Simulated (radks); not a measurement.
Problem. All-electron atom: Cl11+ in [He] 2s2 2p2. Calculated with a radial shooting solver on a logarithmic mesh with Libxc functionals: Dirac Kohn-Sham, BLYP, spin-unpolarised, spherical densities, finite nucleus; open shells fill j = l - 1/2 first; Fermi nuclear charge, rms radius 3.3654 fm. Some entries of the table are withheld. Estimate them.

orbital,occ.,eigenvalue (eV),r(max) (bohr)
1s1/2,2,-3201.779,0.05938
2s1/2,2,(1),(2)
2p1/2,2,(3),(4)
2p3/2,0,(5),(6)

Solution. 
(1) 2s1/2 eigenvalue (eV): -602.4692
(2) 2s1/2 r(max) (bohr): 0.3403
(3) 2p1/2 eigenvalue (eV): -557.8184
(4) 2p1/2 r(max) (bohr): 0.2740
(5) 2p3/2 eigenvalue (eV): -555.5273
(6) 2p3/2 r(max) (bohr): 0.2755
